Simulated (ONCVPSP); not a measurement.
## Ranking ONCV potentials for Sr (Z = 38)

All share these settings but for the change named:

Sr, optimised norm-conserving Vanderbilt (ONCV), made with ONCVPSP 4.0.1 (PBE, scalar-relativistic). Core [Ar] 3d10, reference 4s2 4p6 5s2. Waves: 4s+5s: rc 1.95 bohr, ncon 4, nbas 9, qcut 4.8 1/bohr, 3 projectors, debl 3.9 Ha; 4p: rc 1.70 bohr, ncon 3, nbas 6, qcut 5.5 1/bohr, 2 projectors, debl 3 Ha; d scattering state at 0.34 Ha: rc 1.75 bohr, ncon 4, nbas 9, qcut 5.5 1/bohr, 1 projector. Local part: polynomial inside 1.65 bohr (lpopt 5, dvloc0 3 Ha). Core correction: polynomial model core, fcfact 0.25.

In the d channel the program set the typed energies aside and used 0.050 Ha.

Test errors are all-electron minus pseudo excitation energies from the reference, over 4s2 4p6 5s1; 4s2 4p6 5s0; 4s2 4p6 5s1.5; 4s2 4p6 4d0.5 5s1.5. None of these files shows a bound ghost.

The base gives 3.4 meV.

Of 6 variants that were run, those that failed, showed a ghost or another fault, or gave nearly equal values are left out.

A variant can come out equal or close to the base, since the largest error may sit in a test that the change hardly touches while other tests move.

(1) Rank these variants by their largest absolute test error, smallest first.
A. s: qcut 6.5; p: qcut 7.4; d: qcut 7.4
B. p: qcut 7.3
C. core correction Teter function fitted to the true core (icmod 2), fcfact 0.55

Answers

(1) A (2.2 meV), C (3.3 meV), B (3.8 meV).
